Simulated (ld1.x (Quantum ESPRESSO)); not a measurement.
An all-electron radial function and its pseudo partner (lead)

Columns: radius, all-electron u(r) and pseudo u(r) of the 5d shell (level -33.21 eV) of lead in the configuration [Xe] 4f14 5d10 6s2 6p0.5; PBE, scalar-relativistic, TM scheme, ld1.x (Quantum ESPRESSO) 7.5.

```
r (bohr)  all-electron  pseudo
   0.130        0.2775  0.0084
   0.260       -0.3844  0.0627
   0.390       -0.4250  0.1884
   0.520       -0.0100  0.3783
   0.650        0.4358  0.5956
   0.780        0.7526  0.7906
   0.910        0.9252  0.9236
   1.040        0.9850  0.9799
   1.170        0.9708  0.9690
   1.300        0.9132  0.9131
   1.430        0.8340  0.8340
   1.560        0.7465  0.7465
   1.690        0.6589  0.6589
   1.820        0.5757  0.5757
   1.950        0.4992  0.4992
   2.080        0.4304  0.4304
   2.210        0.3693  0.3693
   2.340        0.3157  0.3157
   2.470        0.2690  0.2690
   2.600        0.2286  0.2286
   2.730        0.1939  0.1939
   2.860        0.1641  0.1641
   2.990        0.1386  0.1386
   3.120        0.1169  0.1169
   3.250        0.0985  0.0985
   3.380        0.0829  0.0829
```

How many radial nodes do the two functions have?

The all-electron 5d function has n − l − 1 = 2; the pseudo-wave has 0, since the states of the same l below it are removed with the core.

At about which radius was the pseudo-wave matched?

1.50 bohr. The columns agree to 0.0005 from 1.30 bohr on; several derivatives are matched, so the curves merge somewhat inside the radius.

Is the pseudo-wave norm-conserving?

Yes: the TM scheme keeps the norm inside the radius equal to the all-electron one, which fixes the energy derivative of the logarithmic derivative at the level.
